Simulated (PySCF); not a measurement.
Species: C7H9FN (doublet state).
Cartesian coordinates in Å at the GFN2-xTB level; atoms count from 1:
```xyz
18
C7H9FN angstrom
N     -0.2028   -0.3721   -1.8731
C     -0.1105   -0.0719   -0.6259
C      1.0997    0.0416    0.1367
C      2.3828   -0.1624   -0.3704
C      3.5225   -0.0573    0.3602
F      3.4990    0.2581    1.6604
C     -1.3726    0.1826    0.1059
C     -2.5152    0.8360   -0.6317
C     -2.5994   -0.6057   -0.2806
H      0.6846   -0.5401   -2.3390
H      1.0133    0.3039    1.1815
H      2.5132   -0.4229   -1.4121
H      4.5236   -0.2109   -0.0092
H     -1.2505    0.4319    1.1521
H     -2.3311    1.0867   -1.6642
H     -3.1244    1.5459   -0.0927
H     -2.4709   -1.3188   -1.0792
H     -3.2701   -0.9184    0.5051
```

The hyperfine couplings belong to this conformer and change with its torsions.

Identity: `[H]/N=C(\C=C\[CH]F)C1CC1` [radical].

Computed, not measured: UKS B3LYP, pcH-1 on C F H N, non-relativistic, mean-field spin-orbit, GIAO in PySCF 2.14.0. One conformer (not necessarily the lowest) at the GFN2-xTB geometry, without solvent, vibrations or thermal averaging. Couplings are sensitive to structure, and on GFN2-xTB geometries they can be far from those on DFT ones. Stability of the SCF solution: not tested. ⟨S²⟩ is 0.785 where a pure state has 0.75.

Q: The isotropic 13C couplings, averaged over equivalent nuclei, are +51.7, +48.6, -41.5, -33.7, -4.6, +1.6 MHz. Assign them to C2; C3; C4; C5; C7; C8/C9.

A: 
| site | a_iso (MHz) | ρ(0) (bohr⁻³) | position | distance from C3 (Å) | spin population | largest \|T\| (MHz) |
| --- | --- | --- | --- | --- | --- | --- |
| C2 | -33.7 | -0.0300 | 1 bond from C3 | 1.43 | -0.15 | 19.2 |
| C3 | +51.7 | +0.0460 | largest spin population | 0.00 | +0.62 | 93.2 |
| C4 | -41.5 | -0.0369 | 1 bond from C5 | 1.39 | -0.22 | 25.6 |
| C5 | +48.6 | +0.0432 | a main spin site | 2.44 | +0.46 | 82.2 |
| C7 | +1.6 | +0.0015 | 2 bonds from C3 | 2.48 | +0.01 | 0.8 |
| C8/C9 | -4.6 | -0.0041 | 3 bonds from C3 | 3.78 | 0.00 | 0.9 |

ρ(0) is the spin density at the nucleus and T the dipolar tensor; entries for several nuclei are means. The Mulliken spin populations are largest on C3 (+0.62), C5 (+0.46), N1 (+0.32) and C4 (-0.22). Three atoms exceed +0.15. The positive populations add up to 1.44 and the negative ones to -0.44, together 2S = 1. The angles at C3 add up to 360.0°, so it is planar. Main spin sites, with 60 % or more of the largest population: C3, C5; positions count bonds from the nearest.

β density exceeds α density at some nuclei, such as C4 (-0.0369), C2 (-0.0300) and H11 (-0.0084), spin density in bohr⁻³. In a single determinant that takes different orbitals for the two spins, that is spin polarisation.

C5, the radical centre as drawn in `[H]/N=C(\C=C\[CH]F)C1CC1`, holds a spin population of +0.46 out of 1.

The run took 4.2 min of wall time (with the writing of density and orbital grids) on one thread, Intel Xeon at 2.50 GHz (x86_64), on a shared host, and the process peaked at 1.1 GiB of memory.
